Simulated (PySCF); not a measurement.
Isomers of C2H7NSi2, mass 101.012 u with the commonest isotopes. Method used: CAM-B3LYP/def2-SVPD in PySCF (dipole) on a GFN2-xTB geometry, gas phase. One conformer each, none proved a minimum here; rigid rotors.

**Question.** Order these by dipole moment, largest first.
A. `[NH2:1][SiH2:2][C:3]#[C:4][SiH3:5]` with H–N1–Si2–C3 69° and -69°
B. `[CH:1]#[C:2][SiH2:3][NH:4][SiH3:5]` with C2–Si3–N4–Si5 -176°
C. `N#CC([SiH3])[SiH3]`
D. `[CH:1]#[C:2][SiH2:3][SiH2:4][NH2:5]` with C2–Si3–Si4–N5 -31°, Si3–Si4–N5–H -177° and 43°

**Answer.** C (4.07 D), D (1.32 D), A (1.11 D), B (0.87 D).

**Question.** Order these by rotational constant B, largest first.
A. `[CH:1]#[C:2][SiH2:3][NH:4][SiH3:5]` with C2–Si3–N4–Si5 -176°
B. `N#CC([SiH3])[SiH3]`
C. `[NH2:1][SiH2:2][C:3]#[C:4][SiH3:5]` with H–N1–Si2–C3 69° and -69°
D. `[CH:1]#[C:2][SiH2:3][SiH2:4][NH2:5]` with C2–Si3–Si4–N5 -31°, Si3–Si4–N5–H -177° and 43°

**Answer.** B (2733 MHz), D (1872 MHz), A (1257 MHz), C (930.2 MHz).

**Question.** Order these by out-of-plane moment Σ m c² = (Ia + Ib − Ic)/2, largest first.
A. `[NH2:1][SiH2:2][C:3]#[C:4][SiH3:5]` with H–N1–Si2–C3 69° and -69°
B. `N#CC([SiH3])[SiH3]`
C. `[CH:1]#[C:2][SiH2:3][SiH2:4][NH2:5]` with C2–Si3–Si4–N5 -31°, Si3–Si4–N5–H -177° and 43°
D. `[CH:1]#[C:2][SiH2:3][NH:4][SiH3:5]` with C2–Si3–N4–Si5 -176°

**Answer.** B (12.99 u·Å²), C (9.69 u·Å²), A (7.36 u·Å²), D (5.95 u·Å²).

```tsv
SMILES	point group	Ia (u·Å²)	Ib (u·Å²)	Ic (u·Å²)	κ	μa (D)	μb (D)	μc (D)
C#C[SiH2][SiH2]N	C1	108.06	269.96	358.63	-0.72	0.25	1.18	0.53
N#CC([SiH3])[SiH3]	Cs	168.98	184.94	327.94	0.64	0.11	3.92	1.12
C#C[SiH2]N[SiH3]	–	45.99	401.96	436.04	-0.98	0.36	0.75	0.25
N[SiH2]C#C[SiH3]	–	40.06	543.29	568.63	-0.99	0.31	1.06	0.00
```
